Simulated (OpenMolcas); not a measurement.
**Mn3+, Tc3+, Re3+: d4 down the group**

| Item | Value |
| --- | --- |
| Program | OpenMolcas 26.06 |
| Method | SS-CASPT2, IPEA 0.25 Eh, imaginary shift 0.1 Eh |
| Basis | ANO-RCC-VTZP |
| Scalar Hamiltonian | DKH2, point nucleus |
| Spin-orbit coupling | RASSI with atomic mean-field integrals over the reference wave functions, term energies averaged over their components |

Active space for each ion: 4 electrons in 10 orbitals (d d); closed shells correlated by CASPT2: Mn3+ 3s 3p; Tc3+ 4s 4p; Re3+ 5s 5p.

Computed levels in cm-1 above 5D0:

```json
{"Level": "5D1", "Mn3+": "104", "Tc3+": "347", "Re3+": "3170"}
{"Level": "5D2", "Mn3+": "306", "Tc3+": "949", "Re3+": "6160"}
{"Level": "5D3", "Mn3+": "598", "Tc3+": "1724", "Re3+": "8640"}
{"Level": "5D4", "Mn3+": "972", "Tc3+": "2620", "Re3+": "10550"}
{"Level": "3P0(1)", "Mn3+": "21140", "Tc3+": "14570", "Re3+": "15280"}
{"Level": "3H4", "Mn3+": "21740", "Tc3+": "15990", "Re3+": "18150"}
{"Level": "3P1(1)", "Mn3+": "21760", "Tc3+": "16360", "Re3+": "20610"}
{"Level": "3H5", "Mn3+": "21980", "Tc3+": "16840", "Re3+": "22350"}
{"Level": "3H6", "Mn3+": "22240", "Tc3+": "17600", "Re3+": "24430"}
{"Level": "weight of 5D in the lowest level (%)", "Mn3+": "100", "Tc3+": "98", "Re3+": "68"}
```

Mixed levels, with the weight of the term that names them: Re3+ 5D0 (68 %), Re3+ 3P0(1) (57 %), Re3+ 3H4 (58 %).

Measured, with the error of the calculation in %. Measured levels: Mn3+ from Corliss and Sugar, J. Phys. Chem. Ref. Data 6, 1253 (1977); Re3+ from the list in Brasseur, Gamrath and Quinet, At. Data Nucl. Data Tables 157, 101636 (2024).

```csv
Level,Mn3+,Re3+
5D1,99.0 (+4.7),3084 (+2.8)
5D2,287 (+6.6),5979 (+3.1)
5D3,552 (+8.3),8350 (+3.4)
5D4,886 (+9.7),10121 (+4.2)
3P0(1),20654 (+2.4),
3H4,21281 (+2.2),16946 (+7.1)
3P1(1),21279 (+2.2),19340 (+6.6)
3H5,21475 (+2.3),20930 (+6.8)
3H6,21679 (+2.6),22896 (+6.7)
```

The fine-structure level 5D4 changes by a factor of 10.9 from Mn3+ to Re3+.

Without spin-orbit coupling 3P(1) lies 21680, 15810, 13600 cm-1 above 5D in that order; the difference to the level 3P0(1), of either sign, comes from spin-orbit coupling, which also lowers the zero.

CASPT2 does not keep the components of a term degenerate, so their means are used; among the terms shown or strongly mixed into the levels shown the widest spread is 170 cm-1 (5d4 1G(1), Re3+). Active for correlation alone: 4d; no level in the range computed is led by a configuration that fills it, so any true level of that kind is missing (holds for Mn3+). Active for correlation alone: 5d; no level in the range computed is led by a configuration that fills it, so any true level of that kind is missing (holds for Tc3+). Active for correlation alone: 6d; no level in the range computed is led by a configuration that fills it, so any true level of that kind is missing (holds for Re3+). Measured partners are found by configuration, term and J. A level has none where our copy of the source lacks it or the pairing is in doubt (some pairs that miss far off the trend of their configuration count as doubtful), and it then counts in no deviation. Only configurations of the active space appear.

A number in round brackets counts repeated terms of one configuration in the order of the reference energies.
